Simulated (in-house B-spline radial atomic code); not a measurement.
# Ionising Xe XXVII (Xe26+) with different functionals

Computed with a B-spline radial code for spherical atoms: scalar-relativistic (spin-free X2C) Hamiltonian, Fermi nucleus of rms radius 4.7859 fm, spin-polarised at highest spin, spherical fractional occupations for the functionals, the average over the highest-spin determinants for Hartree-Fock. The ionisation energy is the difference of two self-consistent energies, [Ar] 3d10 → [Ar] 3d9, without Breit or QED terms; ε is the level of the shell that loses the electron (its least bound occupied spin orbital). There is no spin-orbit coupling in this Hamiltonian.

Hybrids are left out here: with spherical fractional occupations of an open shell their exact exchange keeps a self-interaction that integer-occupation calculations don't have.

```
      method          rung  ΔSCF (eV)  -ε(3d) (eV)
Hartree-Fock  Hartree-Fock    1499.64      1503.54
    LDA VWN5           LDA    1498.40      1458.88
         PBE           GGA          ?            ?
        RPBE           GGA    1498.40      1458.92
        TPSS      meta-GGA          ?            ?
```

(1) What does TPSS give?

(2) What does PBE give?

(3) Among the functionals, which spreads more, the ΔSCF values or the orbital energies?

(4) How do they compare with the NIST value?

Results:

(1) ΔSCF 1498.26 eV, and -ε(3d) = 1458.88 eV.

(2) ΔSCF 1498.41 eV, and -ε(3d) = 1458.93 eV.

(3) The ΔSCF values: ΔSCF values span about 0.15 eV and the orbital energies 0.06 eV.

(4) NIST lists 1493 eV ± 4 (tabulated theory, ground level to ground level). Errors run from +5.26 to +6.64 eV; all lie within about twice that uncertainty, so the table can't rank the methods. Hartree-Fock also lacks correlation.
